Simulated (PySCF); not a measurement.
Molecule: SMILES C=CC[N+](=C)CC, [C6H12N]+.

Bonds (- single, = double, # triple, : aromatic): C1=C2, C2-C3, C3-N4, N4=C5, N4-C6, C6-C7. C1 carries H8, H9; C2 carries H10; C3 carries H11, H12; C5 carries H13, H14; C6 carries H15, H16; C7 carries H17, H18, H19. Formal charges: N4 +1.

Total charge +1. H9, H13 are cis to C3; H8, H14 are trans to C3.

Frames of a GFN2-xTB Langevin trajectory at 400 K; GIAO PBE0/pcSseg-1 shieldings in PySCF 2.14.0 with density-fitted response routines, gas phase, non-relativistic; equivalent atoms averaged within each frame.

References, each an isolated molecule treated in the same way: TMS for ¹³C (186.93 ppm), ¹H (31.72 ppm); ¹⁵N (267.73 ppm) vs NH3. The references are static minima.

Task: How do the shifts (ppm) fluctuate along the trajectory?

Result: 
| time (fs) | C5 | C2 | C1 | C3 | C6 | C7 | N4 | H13 | H14 | H10 |
| --- | --- | --- | --- | --- | --- | --- | --- | --- | --- | --- |
| optimised geometry | 171.7 | 136.4 | 141.2 | 69.7 | 54.4 | 12.7 | 282.8 | 8.17 | 7.87 | 5.82 |
| 250 | 182.2 | 140.7 | 139.8 | 75.5 | 56.7 | 21.3 | 303.3 | 8.72 | 8.20 | 6.22 |
| 425 | 167.9 | 123.1 | 136.4 | 70.5 | 63.4 | 19.5 | 294.6 | 7.33 | 8.41 | 5.32 |
| 625 | 174.5 | 132.4 | 128.0 | 75.7 | 59.5 | 32.5 | 292.6 | 7.89 | 8.76 | 5.09 |
| 800 | 179.8 | 134.0 | 147.9 | 72.6 | 51.0 | 27.3 | 293.2 | 7.94 | 8.46 | 5.45 |
| 1000 | 180.3 | 135.0 | 149.7 | 72.5 | 54.1 | 13.8 | 297.8 | 8.25 | 7.62 | 6.44 |
| mean of frames | 177.0 | 133.0 | 140.4 | 73.4 | 56.9 | 22.9 | 296.3 | 8.02 | 8.29 | 5.70 |
| standard deviation | 5.8 | 6.4 | 8.8 | 2.2 | 4.8 | 7.2 | 4.4 | 0.51 | 0.42 | 0.59 |

5 frames give an uncertainty of the mean of about the standard deviation over 2.2 at best, since frames this close in time may not be independent; classical motion lacks zero-point vibration, and the reference would need the same averaging.
